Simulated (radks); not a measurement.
Species: neutral niobium. Configuration: [Kr] 4d3.5 5s1 5p0.5 (fractional occupations, a model configuration).

Calculated with a radial shooting solver on a logarithmic mesh with Libxc functionals: Dirac Kohn-Sham, PBEsol, spin-unpolarised, spherical densities, finite nucleus; open shells fill j = l - 1/2 first; Fermi nuclear charge, rms radius 4.324 fm.

Energy parts (hartree):
part                       energy
total                 -3817.91753
kinetic                3951.69919
electron-nucleus      -9220.17426
Hartree                1567.21402
exchange-correlation   -116.65648

Orbitals (lengths in bohr, moments of r in powers of bohr; <r^-3> diverges for s and p1/2):
1s1/2: occ. 2; eigenvalue (hartree) -690.4784
2s1/2: occ. 2; eigenvalue (hartree) -96.62211
2p1/2: occ. 2; eigenvalue (hartree) -88.69436
2p3/2: occ. 4; eigenvalue (hartree) -85.17812; <r^-3> 2209
3s1/2: occ. 2; eigenvalue (hartree) -16.16353
3p1/2: occ. 2; eigenvalue (hartree) -13.17905
3p3/2: occ. 4; eigenvalue (hartree) -12.60924; <r^-3> 362.5
3d3/2: occ. 4; eigenvalue (hartree) -7.33409; <r^-3> 52.17
3d5/2: occ. 6; eigenvalue (hartree) -7.22797; <r^-3> 49.85
4s1/2: occ. 2; eigenvalue (hartree) -2.20396
4p1/2: occ. 2; eigenvalue (hartree) -1.37905
4p3/2: occ. 4; eigenvalue (hartree) -1.30118; <r^-3> 49.59
4d3/2: occ. 3.5; eigenvalue (hartree) -0.16163; <r^-3> 3.128
4d5/2: occ. 0; eigenvalue (hartree) -0.15550; <r^-3> 2.949
5s1/2: occ. 1; eigenvalue (hartree) -0.17353
5p1/2: occ. 0.5; eigenvalue (hartree) -0.06052
5p3/2: occ. 0; eigenvalue (hartree) -0.05658; <r^-3> 2.495

The highest occupied level is 5p1/2 at -1.647 eV. The configuration is held as typed, so some empty levels lie below it. Summed over all electrons, <r^2> = 67.41 bohr^2, which gives a Langevin (diamagnetic) susceptibility term of -53.4 x 10^-6 cm^3/mol.
